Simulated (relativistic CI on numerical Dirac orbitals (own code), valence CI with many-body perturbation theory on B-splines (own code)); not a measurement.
## Six levels of theory along the 71-electron sequence, W³⁺ to Os⁵⁺

Errors of calculated excitation energies against measured levels, in cm⁻¹, for ions with the ground configuration 5d3. A: short ab initio CI on KLI orbitals; B: with Slater integrals scaled by 0.85 (0.9 from charge 5); C: with a P86 correlation functional too. D: large valence CI outside the frozen Dirac-Fock core [Xe] 4f14 of the bare core ion; E: with the core-valence potential Σ₁; F: with Σ₁, the screening Σ₂, a three-electron term, Breit and QED. Only levels that pair in all six are counted (misses over 12,000 cm⁻¹ in F are taken as false pairs). α is the calculated polarisability of the core. The settings of D to F were settled on neutral and singly charged spectra, so those rows are no blind test.

Mean absolute error inside 5d3:

```
 Ion     A    B    C     D    E    F
 W³⁺  1397  517  480  1346  200  356
Re⁴⁺  1761  670  644  1119  339  463
Os⁵⁺  1708  405  408   931  451  443
```

Mean signed error of 5d2 6s:

| Ion | α (bohr³) | A | B | C | D | E | F |
| --- | --- | --- | --- | --- | --- | --- | --- |
| W³⁺ | 2.05 | +2706 | +162 | +3500 | -7661 | -3682 | +1884 |
| Re⁴⁺ | 1.7 | +2816 | +460 | +4420 | -8145 | -4167 | +1788 |
| Os⁵⁺ | 1.43 | +3494 | +1653 | +6118 | -8617 | -4683 | +1840 |

Inside 5d3, A goes from 1397 to 1708, B from 517 to 405 and F from 356 to 443; F is closer than B for 2 of the 3 ions. For 5d2 6s, D misses by -7661 in W³⁺ and -8617 in Os⁵⁺, although α falls from 2 to 1.4 bohr³; with all terms F leaves +1884 and +1840, that is 25 % and 21 % of D's error.

Sources of the measured levels: W³⁺, measured levels as listed in J. Phys. B 45, 035001 (2012); Re⁴⁺, measured levels as listed in Brasseur, Gamrath and Quinet, At. Data Nucl. Data Tables 157, 101636 (2024); Os⁵⁺, measured levels as listed in Brasseur, Palmeri and Quinet, Atoms 13, 11 (2025).
